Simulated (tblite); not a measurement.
A geometry optimisation, step by step.

Compound: C₇H₇F₄N.
Numbering: `[F:1][C:2]([F:3])=[C:4]([F:5])[C@@H:6]1[CH2:7][C@H:8]([F:9])[CH2:10][CH:11]=[N:12]1` (hydrogens: H13 on C6; H14, H15 on C7; H16 on C8; H17, H18 on C10; H19 on C11)

Computed with GFN2-xTB (tblite), gas phase: L-BFGS steps from a force-field or distance-geometry start until the largest atomic force falls under 0.01 eV/Å. 5 of its 88 geometries are shown.

Step 0: E = -1098.0268 eV, largest atomic force 2.599 eV/Å
```
atom  x, y, z in Å  |  force x, y, z in eV/Å
F1      3.460   -0.823    0.994   -0.103   0.720  -1.641
C2      3.050   -0.240   -0.161    0.740   0.341  -0.878
F3      3.982    0.032   -1.129   -0.171  -0.663   1.556
C4      1.798    0.098   -0.435   -0.576  -0.319   0.562
F5      1.435    0.676   -1.604    0.392  -0.334   0.593
C6      0.669   -0.152    0.546    1.329  -0.278   0.934
C7     -0.370   -1.045   -0.028   -1.002  -1.223  -2.063
C8     -1.713   -0.665    0.552   -0.312   0.381  -0.035
F9     -2.733   -1.480    0.094    0.420  -0.022   0.474
C10    -1.957    0.763    0.062    0.346  -0.171  -0.784
C11    -0.919    1.564    0.770   -0.047   0.207  -0.016
N12     0.240    1.123    0.975   -0.204   1.501   0.694
H13     1.097   -0.657    1.453    0.002   0.472  -0.493
H14    -0.439   -0.849   -1.137    0.075  -0.460   0.770
H15    -0.151   -2.115    0.098    0.017   0.307   0.110
H16    -1.637   -0.653    1.662   -0.571  -0.468  -0.430
H17    -1.631    0.773   -1.022   -0.969   0.253   0.783
H18    -2.981    1.104    0.212    0.191  -0.015  -0.132
H19    -1.211    2.556    1.119    0.443  -0.232  -0.003
```

Step 22: E = -1098.6227 eV, largest atomic force 0.109 eV/Å
```
atom  x, y, z in Å  |  force x, y, z in eV/Å
F1      3.567   -0.793    0.902    0.008   0.007  -0.023
C2      3.111   -0.220   -0.204   -0.014   0.016   0.003
F3      4.090   -0.009   -1.069    0.011  -0.038   0.046
C4      1.832    0.066   -0.403   -0.008   0.023  -0.015
F5      1.478    0.638   -1.568   -0.029  -0.019  -0.036
C6      0.705   -0.136    0.577    0.028  -0.043   0.031
C7     -0.365   -1.077   -0.021   -0.020  -0.003  -0.033
C8     -1.750   -0.667    0.459   -0.022  -0.027   0.003
F9     -2.694   -1.486   -0.126   -0.029   0.008  -0.040
C10    -2.008    0.792    0.105   -0.022  -0.024   0.057
C11    -0.896    1.593    0.715    0.003   0.014  -0.038
N12     0.267    1.186    0.953   -0.008   0.009  -0.059
H13     1.137   -0.580    1.478    0.024  -0.012   0.106
H14    -0.352   -1.020   -1.111   -0.021   0.028  -0.031
H15    -0.171   -2.111    0.268    0.071   0.036  -0.018
H16    -1.855   -0.814    1.543    0.019  -0.032   0.000
H17    -2.019    0.918   -0.983    0.042  -0.005   0.085
H18    -2.972    1.119    0.494   -0.036   0.030  -0.013
H19    -1.114    2.610    1.014    0.003   0.029  -0.025
```

Step 44: E = -1098.6437 eV, largest atomic force 0.084 eV/Å
```
atom  x, y, z in Å  |  force x, y, z in eV/Å
F1      3.555   -0.726    0.998    0.015   0.009  -0.011
C2      3.127   -0.247   -0.163   -0.006  -0.054   0.013
F3      4.123   -0.149   -1.029   -0.011   0.025   0.049
C4      1.854    0.036   -0.403    0.036   0.022  -0.008
F5      1.519    0.504   -1.620    0.017   0.003   0.020
C6      0.708   -0.102    0.568    0.057   0.025  -0.056
C7     -0.353   -1.023   -0.067   -0.008  -0.012   0.004
C8     -1.740   -0.694    0.464   -0.042   0.054  -0.009
F9     -2.664   -1.493   -0.183   -0.029  -0.013   0.057
C10    -2.046    0.773    0.191   -0.036   0.059   0.003
C11    -0.907    1.611    0.690    0.047   0.014  -0.050
N12     0.273    1.236    0.881    0.031   0.045  -0.031
H13     1.109   -0.521    1.499   -0.057  -0.030  -0.033
H14    -0.374   -0.869   -1.148   -0.002  -0.002  -0.018
H15    -0.108   -2.067    0.122    0.013  -0.058   0.032
H16    -1.837   -0.917    1.535    0.032  -0.045  -0.024
H17    -2.159    0.918   -0.889    0.015   0.022   0.029
H18    -2.975    1.089    0.665   -0.042  -0.048   0.014
H19    -1.116    2.651    0.914   -0.030  -0.017   0.020
```

Step 65: E = -1098.6709 eV, largest atomic force 0.080 eV/Å
```
atom  x, y, z in Å  |  force x, y, z in eV/Å
F1      3.470   -0.677    1.195   -0.032   0.003  -0.001
C2      3.163   -0.311   -0.042    0.015   0.047  -0.015
F3      4.241   -0.295   -0.807    0.036  -0.016   0.001
C4      1.931   -0.015   -0.436    0.000  -0.021  -0.008
F5      1.732    0.324   -1.722    0.006   0.034  -0.012
C6      0.699   -0.039    0.427   -0.033  -0.036   0.013
C7     -0.365   -0.947   -0.217   -0.035   0.023   0.002
C8     -1.701   -0.714    0.477   -0.010   0.012   0.003
F9     -2.664   -1.520   -0.098    0.006  -0.007   0.032
C10    -2.107    0.749    0.335   -0.010   0.008  -0.001
C11    -0.935    1.644    0.617    0.001  -0.003  -0.061
N12     0.278    1.326    0.649   -0.030  -0.060   0.043
H13     0.996   -0.431    1.409   -0.009  -0.006  -0.017
H14    -0.478   -0.694   -1.274    0.027   0.014   0.005
H15    -0.069   -1.996   -0.143   -0.021   0.056   0.026
H16    -1.651   -1.008    1.535   -0.005  -0.007  -0.023
H17    -2.450    0.925   -0.692    0.052   0.006   0.038
H18    -2.938    1.003    0.996    0.022  -0.039   0.015
H19    -1.161    2.686    0.815    0.020  -0.009  -0.041
```

Step 87: E = -1098.6757 eV, largest atomic force 0.009 eV/Å
```
atom  x, y, z in Å  |  force x, y, z in eV/Å
F1      3.436   -0.683    1.213    0.004  -0.004  -0.002
C2      3.162   -0.300   -0.028    0.002   0.004   0.000
F3      4.262   -0.273   -0.762    0.004   0.002   0.001
C4      1.934   -0.020   -0.443    0.001  -0.004  -0.003
F5      1.749    0.349   -1.722   -0.001  -0.004  -0.002
C6      0.695   -0.054    0.413    0.004   0.001   0.000
C7     -0.376   -0.946   -0.236    0.006   0.000   0.002
C8     -1.699   -0.716    0.483    0.003   0.000  -0.002
F9     -2.674   -1.525   -0.068    0.000  -0.001   0.001
C10    -2.107    0.746    0.350   -0.005  -0.003   0.000
C11    -0.926    1.641    0.591   -0.008   0.001  -0.005
N12     0.283    1.314    0.629    0.001   0.002   0.002
H13     0.986   -0.452    1.394   -0.002  -0.004   0.000
H14    -0.492   -0.677   -1.288    0.002   0.002   0.007
H15    -0.084   -1.994   -0.173   -0.006  -0.002  -0.006
H16    -1.624   -1.012    1.538   -0.005   0.003   0.001
H17    -2.481    0.924   -0.663    0.002   0.001   0.004
H18    -2.912    0.997    1.043   -0.003   0.001   0.000
H19    -1.142    2.691    0.752   -0.001   0.003   0.000
```

Problem. Summarise the path.

Solution. The energy falls by 0.6489 eV from step 0 to step 87; nine tenths of that is first reached at step 18. It falls at every step. The largest force goes from 2.599 to 0.009 eV/Å. Among the bonds C6–C7 changes most, from 1.485 to 1.538 Å; the atoms move by 0.409 Å rms after alignment.

Problem. Follow the three bonds and two angles with the largest change from start to end.

Solution. 
```tsv
step	E above end (eV)	largest force (eV/Å)	C6–C7 (Å)	C2–F3 (Å)	C10–H17 (Å)	F3–C2–C4 (°)	F1–C2–F3 (°)
0	0.6489	2.599	1.485	1.371	1.132	116.5	118.7
4	0.2112	0.436	1.547	1.318	1.090	125.5	111.9
8	0.1497	0.293	1.550	1.322	1.097	126.8	110.1
11	0.1180	0.400	1.556	1.320	1.094	126.8	111.0
15	0.0791	0.293	1.542	1.326	1.097	127.5	110.4
19	0.0597	0.174	1.548	1.321	1.093	125.8	110.6
23	0.0513	0.118	1.545	1.324	1.096	125.6	111.1
26	0.0465	0.098	1.548	1.323	1.094	125.7	110.8
30	0.0438	0.035	1.547	1.323	1.094	125.8	110.8
34	0.0419	0.085	1.544	1.324	1.095	126.1	110.8
38	0.0390	0.104	1.545	1.322	1.094	126.1	110.9
42	0.0348	0.098	1.542	1.323	1.095	126.1	110.8
45	0.0304	0.088	1.542	1.323	1.095	125.9	111.0
49	0.0235	0.074	1.543	1.323	1.094	125.3	110.9
53	0.0175	0.095	1.541	1.324	1.096	125.5	110.7
57	0.0133	0.068	1.541	1.323	1.096	125.4	110.8
61	0.0087	0.093	1.538	1.324	1.093	125.6	110.7
64	0.0055	0.089	1.540	1.322	1.094	125.6	110.7
68	0.0021	0.047	1.538	1.323	1.095	126.2	110.7
72	0.0011	0.029	1.538	1.322	1.095	126.4	110.7
76	0.0005	0.022	1.537	1.323	1.095	126.5	110.7
79	0.0003	0.016	1.538	1.322	1.095	126.5	110.7
83	0.0001	0.011	1.538	1.322	1.095	126.3	110.7
87	0.0000	0.009	1.538	1.322	1.095	126.3	110.7
```

Run on an Arm Neoverse N1 with one thread, shared host.
